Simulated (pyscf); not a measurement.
# H₃Si–SiH₂–AsH₂, singlet

Gas-phase minimum from PySCF at ωB97X-D3(BJ)/def2-SVP, one conformer. H₃Si–SiH₂–AsH₂ lies 7.4 kcal/mol over its isomer H₃Si–AsH–SiH₃, and others may lie lower still (electronic energy, ωB97M-D3(BJ)). 

```xyz
10

Si    -0.2216     1.0053    -0.6365
Si     0.1444    -1.0382     0.4208
As    -1.1942    -1.2049     2.3564
H     -1.6664     1.1071    -0.9996
H      0.6018     1.1672    -1.8716
H      0.1113     2.1056     0.3164
H     -0.2018    -2.1774    -0.4805
H      1.5727    -1.1794     0.8327
H     -0.8189     0.1960     2.8141
H     -2.4308    -0.7115     1.6213
```

Bond lengths (Å): Si1–Si2 2.330, Si1–H4 1.493, Si1–H5 1.493, Si1–H6 1.493, Si2–As3 2.359, Si2–H7 1.493, Si2–H8 1.493, As3–H9 1.521, As3–H10 1.521. Bond angles (°): Si2–Si1–H4 108.8, Si2–Si1–H5 112.6, Si2–Si1–H6 108.8, H4–Si1–H5 109.0, H4–Si1–H6 108.7, H5–Si1–H6 109.0, Si1–Si2–As3 110.2, Si1–Si2–H7 111.0, Si1–Si2–H8 111.0, As3–Si2–H7 108.0, As3–Si2–H8 108.0, H7–Si2–H8 108.4, Si2–As3–H9 92.4, Si2–As3–H10 92.4 (the first ones only).

Properties at ωB97X-D3(BJ)/def2-SVP:

```yaml
harmonic_wavenumbers_unscaled: 93, 100, 120, 332, 359, 468, 480, 499, 620, 659, 772, 777, 894, 934, 953, 955, 1014, 2233, 2241, 2243, 2249, 2250, 2255, 2266 cm⁻¹
zero_point_energy: 36.8 kcal/mol
rotational_symmetry_number: 1
Entropy of this conformer at 298 K and 1 atm, rigid rotor and harmonic oscillator, modes under 100 cm⁻¹ raised to 100: 353.4 J/(mol K)
dipole_moment: 0.48 D
```

Single-point totals, which compare only within one level (frozen core for MP2 and CC):

```tsv
level	total energy (hartree)
ωB97X-D3(BJ)/def2-TZVP	-2819.09327
PBE/def2-TZVP	-2818.42919
r²SCAN/def2-TZVP	-2819.01488
B3LYP-D3(BJ)/def2-TZVP	-2819.19067
PBE0-D3(BJ)/def2-TZVP	-2818.56807
M06-2X/def2-TZVP	-2819.03034
ωB97M-D3(BJ)/def2-TZVP	-2819.17418
HF/def2-TZVPP	-2816.15748
MP2/def2-TZVPP	-2816.69150
CCSD/def2-TZVPP	-2816.74626
CCSD(T)/def2-TZVPP	-2816.76754
```

Soft torsions are taken as harmonic, which can shift the entropy by several J/(mol K). The CCSD(T) − MP2 part came from Ansatz, without density fitting, on the same reference. The frozen core leaves the outer d or s,p core shells of the metals and heavy elements correlated in the MP2 and CC values, and def2-TZVPP describes them poorly, so these totals are far from the basis limit. Elements up to Kr have no core potential and no relativistic terms here.
